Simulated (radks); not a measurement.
Species: Tb4+. Configuration: [Xe] 4f7. All-electron calculation, scalar-relativistic Kohn-Sham, PBE, spin-polarised, spherical densities, finite nucleus; open shells are filled with parallel spins first (spin-orbit coupling, left out, can overturn this in heavy ions); Fermi nuclear charge, rms radius 5.06 fm. Program: a radial shooting solver on a logarithmic mesh with Libxc functionals.

Unscreened Slater integrals over Kohn-Sham orbitals (hartree). They are taken over the spin-up orbitals.

\begin{tabular}{lr}
integral & value \\ \hline
F0(4f,4f) & 1.1942 \\
F2(4f,4f) & 0.57242 \\
F4(4f,4f) & 0.36006 \\
F6(4f,4f) & 0.25929 \\
F0(4f,5p) & 0.75207 \\
F2(4f,5p) & 0.25968 \\
G2(4f,5p) & 0.12657 \\
G4(4f,5p) & 0.10028 \\
F0(4f,5s) & 0.83294 \\
G3(4f,5s) & 0.14909 \\
F0(4f,4d) & 1.3070 \\
F2(4f,4d) & 0.63141 \\
F4(4f,4d) & 0.40414 \\
G1(4f,4d) & 0.74171 \\
G3(4f,4d) & 0.46783 \\
G5(4f,4d) & 0.33136 \\
F0(5p,5p) & 0.62589 \\
F2(5p,5p) & 0.33951 \\
F0(5p,5s) & 0.66392 \\
G1(5p,5s) & 0.44752 \\
F0(5p,4d) & 0.77954 \\
F2(5p,4d) & 0.22439 \\
G1(5p,4d) & 0.062513 \\
G3(5p,4d) & 0.061393 \\
F0(5s,5s) & 0.71238 \\
F0(5s,4d) & 0.87001 \\
G2(5s,4d) & 0.092789 \\
F0(4d,4d) & 1.4571 \\
F2(4d,4d) & 0.74134 \\
F4(4d,4d) & 0.49643 \\
\end{tabular}

Derived for the open shells (J is the average intra-shell exchange parameter used in DFT+U). 4f: F4/F2 = 0.629, F6/F2 = 0.453, J = (286 F2 + 195 F4 + 250 F6)/6435 = 0.04642 hartree.
